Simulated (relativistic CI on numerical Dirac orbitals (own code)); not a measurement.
## V²⁺ in a cubic cluster: 2p photoemission with charge transfer

Computed with a charge-transfer multiplet model of a cubic metal-ligand cluster with up to one ligand hole, Slater and spin-orbit integrals from Dirac-Coulomb-Breit ions, Slater integrals scaled by 0.8. The parameters are those of a tetrahedral site (10Dq negative, t2 hopping the larger). The ground state mixes d3 with configurations of k ligand holes L, whose averages lie at kΔ + k(k − 1)U_dd/2; a core hole lowers each added d electron by U_cd. 300 K, Lorentzian 0.6 eV and Gaussian 0.8 eV FWHM.

Atomic integrals in eV (Slater integrals scaled, ζ unscaled), ground: F2dd 7.134, F4dd 4.434, zeta_d 0.019; with the core hole: F2dd 8.721, F4dd 5.468, zeta_d 0.036, zeta_core 4.610, F2cd 4.876, G1cd 3.590, G3cd 2.038.

Cluster parameters (eV): U_dd = 5.4, U_cd = 6.8, 10Dq = -0.45, 10Dq(ligand) = 0, V(eg) = 1.4, V(t2g) = -2.38, final-state hopping factor = 0.8.

Weights, n_d and S are thermal averages at 300 K. Binding energies count from the first peak over 30 % of the highest in each spectrum, which can be another peak from case to case. The parameters are a model scan and need not match a compound or its usual spin state. Peaks in eV (height, largest 100): 0.0 (100), 7.6 (45).

**Question.** Which parameters give this spectrum?
A. Δ = 6.4 eV
B. Δ = 5.4 eV
C. Δ = 8.4 eV

**Answer.** C. Δ = 8.4 eV; the ground state then has 3.20 d electrons and S = 1.50. The choice follows from running the model for each set and comparing peak positions and heights. The space is cut while the next configuration still counts.
